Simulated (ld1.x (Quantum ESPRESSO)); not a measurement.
Which change was made? (Bi, TM)

bismuth (Bi), norm-conserving Troullier–Martins (Kleinman–Bylander form), made with ld1.x (Quantum ESPRESSO) 7.5 (PBEsol, scalar-relativistic). Core [Xe] 4f14, reference 5d10 6s2 6p3. Waves: 6s (bound): rc 1.45 bohr; 6p (bound): rc 2.20 bohr; 5d (bound): rc 1.60 bohr. Local part: the d channel. Core correction: a·sin(br)/r model core inside 0.85 bohr.

Cutoffs, loose and tight: the cutoffs (Ry, on a coarse ladder) from which the occupation-weighted sum of valence levels, in a spherical-Bessel basis at the reference potential, stays within 10 and 1 mRy of its value at 400 Ry. They do not see the model core or the augmentation charge, which bear on the density cutoff. Test errors are all-electron minus pseudo excitation energies from the reference, over the configurations 5d10 6s2 6p2; 5d10 6s2 6p1; 5d10 6s2 6p0; 5d10 6s2 6p2.5; 5d9 6s2 6p3; 5d9 6s2 6p4; 5d10 6s2 6p3.3; variants that change the core or the reference have their own tests. The largest error is taken over the tests solved by every variant that gives reliable tests at all, those not shown here included: 5d10 6s2 6p0; 5d10 6s2 6p2; 5d10 6s2 6p2.5; 5d10 6s2 6p3.3.

The base gives: outcome: generated; cutoff, loose: 70 Ry; cutoff, tight: 160 Ry; bound ghosts: s, p; largest test error (meV): -46.

(1) After one change the result is: outcome: generated; cutoff, loose: 110 Ry; cutoff, tight: 180 Ry; bound ghosts: s, p; largest test error (meV): -50. Which change was it?
A. all radii but the core radius scaled by about 1.39 (s 2.02, p 3.06, d 2.22 bohr)
B. all radii but the core radius scaled by about 0.96 (s 1.40, p 2.12, d 1.54 bohr)
C. all radii but the core radius scaled by about 0.86 (s 1.26, p 1.90, d 1.38 bohr)

Results:

(1) B. The others give: all radii but the core radius scaled by about 0.86 (s 1.26, p 1.90, d 1.38 bohr) → outcome: generated; cutoff, loose: 160 Ry; cutoff, tight: over 300 Ry; bound ghosts: s, p; largest test error (meV): -48 | all radii but the core radius scaled by about 1.39 (s 2.02, p 3.06, d 2.22 bohr) → outcome: generated; cutoff, loose: 50 Ry; cutoff, tight: 80 Ry; bound ghosts: s, p; largest test error (meV): -70.
